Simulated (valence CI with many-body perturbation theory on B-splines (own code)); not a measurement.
Missing levels of V⁺

Method: configuration interaction combined with many-body perturbation theory (CI+MBPT): four valence electrons over a frozen Dirac-Fock core [Ar], a basis of 9 s, 9 p, 10 d, 8 f, 5 g, 3 h, 1 i functions for each j, with the one-electron correlation potential Σ1 (screened to all orders), the two-electron term Σ2, the three-electron term Σ3, Breit, model QED; selected single and double excitations, second order for the rest, scaled by the run's own slope (own B-spline code, finite nucleus).

Against 12 measured levels this calculation errs by 831 cm⁻¹ on average and by 1312 at most. These come from a selection out of the NIST Handbook of Basic Atomic Spectroscopic Data. Levels without a partner in it may be off by more, other configurations by 1,000 to 4,000 cm⁻¹. Among the levels kept, up to 570 cm⁻¹ of a level comes from second order outside the variational space, and about a tenth of that is noise between levels of different J, which matters for small intervals.

| Level | E (cm⁻¹) |
| --- | --- |
| 3d4 5D_0 | 0.0 |
| 3d4 5D_1 | 43.6 |
| 3d4 5D_2 | ? |
| 3d4 5D_3 | 219 |
| 3d4 5D_4 | 345 |
| 3d3.4s 5F_1 | ? |
| 3d3.4s 5F_2 | ? |
| 3d3.4s 5F_3 | 1610 |
| 3d3.4s 5F_4 | 1765 |
| 3d3.4s 5F_5 | 1948 |
| 3d3.4s 3F_2 [a] | 7338 |
| 3d3.4s 3F_3 [a] | 7539 |
| 3d3.4s 3F_4 [a] | 7786 |
| 3d4 3P_0 | 10947 |
| 3d4 3P_1 | 11162 |
| 3d4 3P_2 | 11547 |
| 3d4 3H_4 | ? |
| 3d4 3H_5 | ? |
| 3d4 3H_6 | ? |
| 3d3.4s 5P_1 | 12589 |

Letters in brackets count levels of one name in rising energy.

**Question.** The levels stand in rising order. What does the calculation give for the missing energies?

**Answer.** 3d4 5D_2 117; 3d3.4s 5F_1 1399; 3d3.4s 5F_2 1489; 3d4 3H_4 11908; 3d4 3H_5 11981; 3d4 3H_6 12062.
